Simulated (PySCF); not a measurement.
# Tungsten: highly charged ions in a basis for the neutral atom

W(12+) [Kr] 4d10 4f14 5s2. Computed with PySCF 2.14 in cc-pVTZ-PP with ECP60MDF (5s5p4d2f1g, 63 functions), with scalar relativity through the core potential. No spin-orbit coupling, so a gap to NIST mixes the basis error with missing relativistic terms.

Changed run: basis of the neutral atom used for a highly charged ion. This setting is unsound on purpose.

```csv
species,method,sound run (hartree),changed run (hartree),converged
W(12+),UHF,not run,-21.55682,yes
W(12+),TPSS,not run,-21.69705,yes
W(12+),MN15,not run,-21.75927,yes
```

The contracted functions were made for the neutral atom and can be too rigid for a highly charged ion.
